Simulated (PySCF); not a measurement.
# Property card for `C/N=C/c1nc(F)ns1`

Compound: C4H4FN3S.
Z-matrix (Å and degrees, GFN2-xTB geometry), rows numbered from 1:
```
C 
N   1  1.4296
C   2  1.2634  1  120.79
C   3  1.4357  2  119.68  1  -179.98
N   4  1.3047  3  125.35  2   179.69
C   5  1.3338  4  108.63  3  -179.97
F   6  1.3141  5  119.71  4  -179.95
N   6  1.3061  5  119.95  4    -0.04
S   8  1.6215  6  109.11  5     0.02
H   1  1.0884  2  108.01  3  -179.18
H   1  1.0933  2  111.39  3   -59.01
H   1  1.0933  2  111.22  3    60.88
H   3  1.0963  2  125.21  1    -0.04
```

Some functional groups and rings: imine, pyridine-type ring nitrogen, aromatic ring with sulfur and C–F bond.

**GFN2-xTB geometry**

- Point group of the GFN2-xTB geometry: Cs
- Rotational constants A, B, C of the GFN2-xTB geometry: 4.108, 0.783, 0.660 GHz

From PBE0/def2-SVPD ground state and vertical TDDFT (core frozen in the response) (PySCF):

- Dipole moment: 4.04 D
- HOMO energy: -7.72 eV
- LUMO energy: -2.70 eV
- HOMO–LUMO gap: 5.02 eV
- Lowest singlet excitation: 3.78 eV (328 nm, f = 0.000)
- Strongest line among the 6 lowest singlet transitions: S5 at 5.72 eV (217 nm, f = 0.215)
- Lowest triplet excitation (Tamm–Dancoff): 2.86 eV
- Static isotropic polarisability: 90.2 au
- Electronic spatial extent ⟨r²⟩ about the centre of nuclear charge: 1593 bohr²

From PBE0/pcSseg-1 ground state and GIAO shieldings, non-relativistic (PySCF):

* Lowest Hirshfeld atomic charge: -0.22 e on N8
* Highest Hirshfeld atomic charge: +0.20 e on S9
* 13C chemical shifts (computed TMS as zero) by class: 199.2 (C4), 174.9 (C6), 163.5 (C3), 44.0 (C1) ppm
* 1H chemical shifts (computed TMS as zero) by class: 8.68 (H13), 3.99 (H10/H11/H12) ppm
* Isotropic shieldings of nuclei other than C and H, by class: -144 (N2), -50 (N5), -2 (N8), 257 (F7), 91 (S9) ppm
* Mayer bond orders between heavy atoms: C1–N2 0.98, N2–C3 1.88, C3–C4 1.03, C4–N5 1.54, N5–C6 1.34, C6–F7 1.05, C6–N8 1.58, N8–S9 1.15, S9–C4 1.17

Monoisotopic mass from the formula: 145.0110 u.

The polarisability is 13.36 Å³ as a volume (1 au = 0.148185 Å³), or 1.22 au for each of the 74 electrons. With B = h/(8π²I), that is 505.379 GHz u Å² over I, the principal moments of inertia are 123.0, 645.2 and 765.1 u Å² (most abundant isotopes). The largest Löwdin shares of the LUMO are 0.22 on N2, 0.16 on C4, 0.15 on S9 and 0.14 on C3. The rotational constants make it an asymmetric top with κ = (2B − A − C)/(A − C) = -0.93, nearer the prolate limit (−1).

Isolated species at its GFN2-xTB geometry (one conformer only). NMR classes are plain means over equivalent atoms (diastereotopic ones count apart unless rotation or inversion swaps them), as if these changed places fast; in this geometry the members of some classes differ.

For the TDDFT job (PBE0/def2-SVPD), time: 41 s wall; peak memory 0.85 GiB. Hardware: one thread of an Arm Neoverse V1, no GPU (shared host).
